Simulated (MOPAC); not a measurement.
MOPAC input (PM3):

```
PM3 PRECISE GNORM=0.05 LET XYZ UHF MS=0.5 GEO-OK AUX(PRECISION=9) THREADS=1
CH7Si2

C    -1.68480600 1   -0.90663900 1    0.58619300 1
Si   -0.66094400 1    0.50719800 1   -0.12356800 1
Si    1.62536500 1    0.04512700 1   -0.22564400 1
H    -2.74265200 1   -0.63545400 1    0.60990900 1
H    -1.36868800 1   -1.14172800 1    1.60353100 1
H    -1.57562800 1   -1.80697300 1   -0.02015000 1
H    -0.83858700 1    1.72516700 1    0.70687900 1
H    -1.11990700 1    0.82081800 1   -1.50039100 1
H     1.98449600 1   -1.08280900 1   -1.12581700 1
H     2.26790600 1   -0.17174200 1    1.09784900 1
```

Output:

```
 *******************************************************************************
 **                                                                           **
 **                              MOPAC v23.2.5                                **
 **                                                                           **
 *******************************************************************************
 ** MOPAC's Digital Object Identifier: https://doi.org/10.5281/zenodo.6511958 **
 **                                                                           **
 ** Please cite the open-source release paper for use of this MOPAC version:  **
 ** J. E. Moussa and J. J. P. Stewart (2026)                                  **
 ** MOPAC: An open-source semiempirical molecular orbital program             **
 ** J. Open Source Softw., 11(119), 8025, https://doi.org/10.21105/joss.08025 **
 *******************************************************************************

                              PM3 CALCULATION RESULTS

 *******************************************************************************
 *  PM3        - The PM3 Hamiltonian to be used
 *  GEO-OK     - OVERRIDE INTERATOMIC DISTANCE AND OTHER SAFETY CHECKS
 *  UHF        - UNRESTRICTED HARTREE-FOCK CALCULATION
 *  MS=        - IN MECI, MAGNETIC COMPONENT OF SPIN =  0.5
 *  LET        - OVERRIDE SOME SAFETY CHECKS
 *  PRECISE    - TIGHTER CRITERIA TO BE USED
 *  XYZ        - CARTESIAN COORDINATE SYSTEM TO BE USED
 *  GNORM      - EXIT WHEN GRADIENT NORM DROPS BELOW 0.050
 *  AUX        - OUTPUT AUXILIARY INFORMATION
 *******************************************************************************
PM3 PRECISE GNORM=0.05 LET XYZ UHF MS=0.5 GEO-OK AUX(PRECISION=9) THREADS=1
 CH7Si2

   ATOM   CHEMICAL          X               Y               Z
  NUMBER   SYMBOL      (ANGSTROMS)     (ANGSTROMS)     (ANGSTROMS)

     1       C         -1.68480600  *  -0.90663900  *   0.58619300  *
     2      Si         -0.66094400  *   0.50719800  *  -0.12356800  *
     3      Si          1.62536500  *   0.04512700  *  -0.22564400  *
     4       H         -2.74265200  *  -0.63545400  *   0.60990900  *
     5       H         -1.36868800  *  -1.14172800  *   1.60353100  *
     6       H         -1.57562800  *  -1.80697300  *  -0.02015000  *
     7       H         -0.83858700  *   1.72516700  *   0.70687900  *
     8       H         -1.11990700  *   0.82081800  *  -1.50039100  *
     9       H          1.98449600  *  -1.08280900  *  -1.12581700  *
    10       H          2.26790600  *  -0.17174200  *   1.09784900  *

          CARTESIAN COORDINATES

    NO.       ATOM           X           Y           Z

     1         C         -1.6848     -0.9066      0.5862
     2        Si         -0.6609      0.5072     -0.1236
     3        Si          1.6254      0.0451     -0.2256
     4         H         -2.7427     -0.6355      0.6099
     5         H         -1.3687     -1.1417      1.6035
     6         H         -1.5756     -1.8070     -0.0202
     7         H         -0.8386      1.7252      0.7069
     8         H         -1.1199      0.8208     -1.5004
     9         H          1.9845     -1.0828     -1.1258
    10         H          2.2679     -0.1717      1.0978

  H: (PM3): J. J. P. STEWART, J. COMP. CHEM. 10, 209 (1989).
  C: (PM3): J. J. P. STEWART, J. COMP. CHEM. 10, 209 (1989).
 Si: (PM3): J. J. P. STEWART, J. COMP. CHEM. 10, 209 (1989).

           Empirical Formula: C H7 Si2  =    10 atoms

      MOLECULAR POINT GROUP   :   Cs

          UHF CALCULATION, NO. OF ALPHA ELECTRONS =   10
                           NO. OF BETA  ELECTRONS =    9

          Geometry optimization using EF

          DIAGONAL MATRIX USED AS START HESSIAN

 CYCLE:     1  GRAD.:    23.464 HEAT:  29.00734
 CYCLE:     2  GRAD.:    74.968 HEAT:  31.25833
 CYCLE:     3  GRAD.:    32.323 HEAT:  28.97967
 CYCLE:     4  GRAD.:    67.890 HEAT:  31.80497
 CYCLE:     5  GRAD.:     8.044 HEAT:  28.47633
 CYCLE:     6  GRAD.:    47.554 HEAT:  29.12140
 CYCLE:     7  GRAD.:     4.281 HEAT:  28.44933
 CYCLE:     8  GRAD.:     8.601 HEAT:  28.48467
 CYCLE:     9  GRAD.:     1.080 HEAT:  28.42902
 CYCLE:    10  GRAD.:     0.835 HEAT:  28.42458
 CYCLE:    11  GRAD.:     0.885 HEAT:  28.41807
 CYCLE:    12  GRAD.:     1.604 HEAT:  28.41755
 CYCLE:    13  GRAD.:     2.720 HEAT:  28.41904
 CYCLE:    14  GRAD.:     0.606 HEAT:  28.41516
 CYCLE:    15  GRAD.:     0.383 HEAT:  28.41384
 CYCLE:    16  GRAD.:     1.211 HEAT:  28.40936
 CYCLE:    17  GRAD.:     0.991 HEAT:  28.40730
 CYCLE:    18  GRAD.:     0.347 HEAT:  28.40571
 CYCLE:    19  GRAD.:     0.272 HEAT:  28.40536
 CYCLE:    20  GRAD.:     0.288 HEAT:  28.40527
 CYCLE:    21  GRAD.:     0.059 HEAT:  28.40518
 CYCLE:    22  GRAD.:     0.036 HEAT:  28.40518

     GRADIENT =  0.03591 IS LESS THAN CUTOFF =  0.05000

 -------------------------------------------------------------------------------
 PM3 PRECISE GNORM=0.05 LET XYZ UHF MS=0.5 GEO-OK AUX(PRECISION=9) THREADS=1
 CH7Si2

     GEOMETRY OPTIMISED USING EIGENVECTOR FOLLOWING (EF).
     SCF FIELD WAS ACHIEVED

                              PM3 CALCULATION
                                                       MOPAC v23.2.5 Linux

          FINAL HEAT OF FORMATION =         28.40518 KCAL/MOL =     118.84726 KJ/MOL

          COSMO AREA              =        132.22 SQUARE ANGSTROMS
          COSMO VOLUME            =        126.68 CUBIC ANGSTROMS

          GRADIENT NORM           =          0.03591          =       0.01135 PER ATOM
          IONIZATION POTENTIAL    =          8.146833 EV
          ALPHA SOMO LUMO (EV)    =         -8.147 -1.328
          BETA  SOMO LUMO (EV)    =         -9.604 -1.620
          NO. OF ALPHA ELECTRONS  =         10
          NO. OF BETA  ELECTRONS  =          9
          MOLECULAR WEIGHT        =         75.2373         POINT GROUP:  Cs

          MOLECULAR DIMENSIONS (Angstroms)

            Atom       Atom       Distance
            H    10    H     4     5.13481
            H     9    H     7     3.71464
            H     5    H     8     3.68415

          SCF CALCULATIONS        =         23

   ATOM   CHEMICAL          X               Y               Z
  NUMBER   SYMBOL      (ANGSTROMS)     (ANGSTROMS)     (ANGSTROMS)

     1       C         -1.69324525  *  -0.89562950  *   0.58275651  *
     2      Si         -0.68924375  *   0.50364271  *  -0.11850745  *
     3      Si          1.64771313  *   0.02549589  *  -0.22046024  *
     4       H         -2.75804631  *  -0.63764179  *   0.61274418  *
     5       H         -1.39303332  *  -1.14437391  *   1.60577255  *
     6       H         -1.59952257  *  -1.80826449  *  -0.01460778  *
     7       H         -0.83348126  *   1.73121007  *   0.71811039  *
     8       H         -1.11788038  *   0.81691772  *  -1.51336642  *
     9       H          2.04095371  *  -1.04523450  *  -1.16752325  *
    10       H          2.32850030  *  -0.12094419  *   1.08846607  *

                             CARTESIAN COORDINATES

   1    C       -1.693245246    -0.895629501     0.582756506
   2   Si       -0.689243750     0.503642709    -0.118507455
   3   Si        1.647713127     0.025495888    -0.220460236
   4    H       -2.758046315    -0.637641794     0.612744182
   5    H       -1.393033319    -1.144373910     1.605772553
   6    H       -1.599522569    -1.808264489    -0.014607778
   7    H       -0.833481260     1.731210068     0.718110388
   8    H       -1.117880376     0.816917724    -1.513366418
   9    H        2.040953711    -1.045234504    -1.167523254
  10    H        2.328500300    -0.120944186     1.088466073

           Empirical Formula: C H7 Si2  =    10 atoms

      MOLECULAR POINT GROUP   :   Cs

          ALPHA EIGENVALUES
 -29.16048 -15.58709 -15.06063 -14.43864 -13.80113 -12.31697 -11.81173 -10.80703
  -9.96314  -8.14683  -1.32766   0.74065   1.52825   1.67254   1.80722   2.36084
   4.39517   4.41493   4.43583

           BETA EIGENVALUES
 -29.09709 -15.50108 -15.02088 -14.41375 -13.75222 -12.25348 -11.64636 -10.81448
  -9.60421  -1.61958  -0.79317   0.83224   1.67500   1.81237   1.86007   2.60280
   4.42680   4.42877   4.46024

              NET ATOMIC CHARGES AND DIPOLE CONTRIBUTIONS

  ATOM NO.   TYPE          CHARGE      No. of ELECS.   s-Pop       p-Pop
    1          C          -0.281771        4.2818     1.15241     3.12937
    2         Si           0.337466        3.6625     0.99708     2.66545
    3         Si           0.200334        3.7997     1.14818     2.65149
    4          H           0.061663        0.9383     0.93834
    5          H           0.058993        0.9410     0.94101
    6          H           0.058992        0.9410     0.94101
    7          H          -0.099899        1.0999     1.09990
    8          H          -0.099910        1.0999     1.09991
    9          H          -0.117940        1.1179     1.11794
   10          H          -0.117927        1.1179     1.11793
 DIPOLE           X         Y         Z       TOTAL
 POINT-CHG.    -0.444     0.465    -0.134     0.657
 HYBRID        -0.259    -1.060     0.467     1.187
 SUM           -0.703    -0.594     0.333     0.979

          ATOMIC ORBITAL ELECTRON POPULATIONS

     Atom    s        px        py        pz
    1  C   1.15241   1.04042   1.04827   1.04068
    2 Si   0.99708   0.91219   0.86574   0.88752
    3 Si   1.14818   0.90830   0.87766   0.86553
    4  H   0.93834
    5  H   0.94101
    6  H   0.94101
    7  H   1.09990
    8  H   1.09991
    9  H   1.11794
   10  H   1.11793

                    (SZ)    =    0.500000
                    (S**2)  =    0.783133

          ATOMIC ORBITAL SPIN POPULATIONS

    Atom   Total    s     px     py     pz
         Atomic
    1  C  0.0604  0.011  0.019  0.021  0.010
    2 Si -0.1509 -0.024 -0.081 -0.028 -0.018
    3 Si  1.2250  0.200  0.231  0.589  0.205
    4  H -0.0033 -0.003
    5  H -0.0049 -0.005
    6  H -0.0049 -0.005
    7  H  0.0139  0.014
    8  H  0.0138  0.014
    9  H -0.0745 -0.074
   10  H -0.0745 -0.074

 **********************
 *                    *
 * JOB ENDED NORMALLY *
 *                    *
 **********************

 == MOPAC DONE ==
```

The geometry given is a B3LYP-D3(BJ)/def2-TZVP minimum.
